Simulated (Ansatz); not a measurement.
Gas-phase electronic energies from Ansatz, PBE0-D4/def2-TZVP geometries. CCSD(T)/CBS adds triple-zeta CCSD(T) − MP2 to the extrapolated MP2 energy (def2 sets, frozen cores). This one scheme is used for every species, atoms too. For atomizations the MP2-based limit and the directly extrapolated one differ by several kJ/mol either way, and by 10 to 25 for some Ge, Se and Sn compounds, so smaller differences from it don't rank the levels. Functionals use def2-TZVPP. No spin–orbit coupling; open shells (•) take unrestricted orbitals. Spin–orbit coupling would lower the free atoms: a little for B, S, Si. Bonds to Zn are less sure, by a few kJ/mol each and by 10 to 20 or more in all where they break to atoms, as the def2 sets lack core-valence functions. Scalar relativity is left out up to krypton.

Consider the atomization: `B[N]1[SiH2][S][Zn]1` → B• + 4 H• + N• + S• + Si• + Zn (atom).

`B[N]1[SiH2][S][Zn]1`:

```xyz
9

B     0.842    0.771   -1.287
N    -0.062    0.557   -0.250
Si   -0.251   -0.883    0.750
S    -1.872   -0.293    2.068
Zn   -1.465    1.391    0.708
H     1.622   -0.097   -1.592
H     0.857    1.813   -1.887
H    -0.641   -2.074   -0.046
H     0.971   -1.185    1.538
```

CCSD(T)/CBS gives +2822.7 kJ/mol.

Q: Another level gave +2837.1 kJ/mol. Which?
A. B97M-V/def2-TZVPP
B. r2SCANh-D4/def2-TZVPP
C. r2SCAN-D4/def2-TZVPP
D. PBE0-D4/def2-TZVPP

A: B. r2SCANh-D4 2837.1, PBE0-D4 2832.6, B97M-V 2847.4, r2SCAN-D4 2856.6 kJ/mol.

Largest T1 diagnostic among the species: 0.018.

The D4 term adds +44.7 kJ/mol with B3LYP and +23.1 kJ/mol with PBE0; it sums over pairs of atoms, weighted by their polarisabilities, and B3LYP, whose exchange is more repulsive, gets the larger term. At CCSD(T), def2-SVP lies −218.4 kJ/mol from the extrapolated value and def2-TZVPP −93.0 kJ/mol: correlation converges slowly with the basis, and small sets miss more of it in the bonded molecule than in its fragments. Leaving LDA and LC-ωPBE aside and taking each functional with its dispersion term where it has one, the values, not all of them listed here, spread over 120.5 kJ/mol, from BHLYP-D4 to PBE-D4. LDA lies +398.0 kJ/mol from PBE without D4, its usual overbinding.

B3LYP here is the variant with VWN-RPA as its local correlation; programs differ in this.
